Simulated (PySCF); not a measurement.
Species: CH₅ClSSi.
Atom-mapped SMILES: `[CH3:1][S:2][SiH2:3][Cl:4]` (hydrogens: H5, H6, H7 on C1; H8, H9 on Si3)

Theory: EOM-IP-CCSD/aug-cc-pVDZ in PySCF, restricted Hartree–Fock reference, 16 core orbitals frozen, non-relativistic, gas phase, PBE0-D3(BJ)/def2-SVP geometry.

Hartree–Fock orbital energies give these Koopmans values (eV): HOMO 10.00, HOMO-1 11.71, HOMO-2 12.35, HOMO-3 12.81, HOMO-4 13.93, HOMO-5 14.51, HOMO-6 14.86, HOMO-7 16.39.

Problem. What vertical ionisation energies does EOM-IP-CCSD give?

Solution. 
| leading hole (HF orbital) | Koopmans (eV) | EOM-IP-CCSD (eV) | change (eV) | one-hole share |
| --- | --- | --- | --- | --- |
| HOMO | 10.00 | 9.30 | -0.70 | 0.95 |
| HOMO-1 | 11.71 | 10.96 | -0.75 | 0.95 |
| HOMO-2 | 12.35 | 11.49 | -0.86 | 0.95 |
| HOMO-3 | 12.81 | 11.94 | -0.87 | 0.95 |
| HOMO-4 | 13.93 | 13.07 | -0.86 | 0.95 |
| HOMO-5 | 14.51 | 13.52 | -0.99 | 0.94 |
| HOMO-6 | 14.86 | 13.93 | -0.93 | 0.94 |
| HOMO-7 | 16.39 | 15.20 | -1.19 | 0.94 |

Problem. Does the order of the lines follow the orbital energies?

Solution. Yes, no two lines change places. The corrections run from -1.19 to -0.70 eV, with a mean of -0.89 eV over the 8 lines; no line lies above its Koopmans value. Koopmans values leave out both the relaxation of the orbitals and the change in correlation energy.

Problem. At what kinetic energies would He I light (21.22 eV) eject these electrons?

Solution. 11.92 eV (HOMO), 10.26 eV (HOMO-1), 9.73 eV (HOMO-2), 9.28 eV (HOMO-3), 8.15 eV (HOMO-4), 7.70 eV (HOMO-5), 7.29 eV (HOMO-6), 6.02 eV (HOMO-7).

One root was sought for each valence orbital with −ε under 21 eV, eight at most, so deeper holes and satellites are missing; no vibrational structure.

Shape of the structure used: `[CH3:1][S:2][SiH2:3][Cl:4]`: C1–S2–Si3–Cl4 179°.

One conformer stands for the species.
